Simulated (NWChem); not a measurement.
Molecule: AlH, singlet; SMILES [AlH]

Results from NWChem. Pople sets run with spherical d functions. Low-valent species are run as closed-shell singlets; no triplet was tried in these runs. Structure relaxed at the PBE0/def2-SVP level. Static field.

Q: What does the run give for PBE/6-31+G*? Quantities: isotropic polarisability (bohr³); anisotropy (bohr³).

A: 
- isotropic polarisability (bohr³): 39.0
- anisotropy (bohr³): 10.4
